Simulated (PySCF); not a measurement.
SMILES BCC(=O)O (C2H5BO2) (PBE0/def2-SVP optimised geometry):

```
10

B      1.978     0.306    -1.335
C      1.292    -0.132     0.000
C     -0.204    -0.132     0.000
O     -0.900    -1.112    -0.026
O     -0.708     1.112     0.000
H      1.375     0.913    -2.187
H      3.154     0.074    -1.490
H      1.662     0.652     0.694
H      1.672    -1.094     0.373
H     -1.672     1.016    -0.045
```

Calculation: PBE0/def2-TZVP run with PySCF.

Task: What are the frontier orbital energies and the dipole moment?

Result: HOMO-2 -9.74 eV, HOMO-1 -9.27 eV, HOMO -8.08 eV, LUMO -1.67 eV, LUMO+1 0.27 eV; dipole moment 1.72 D.

Meta-Löwdin charges at PBE0/def2-TZVP: B1 0.05, C2 -0.37, C3 0.54, O4 -0.47, O5 -0.47, H6 0.02, H7 0.02, H8 0.17, H9 0.15, H10 0.36.
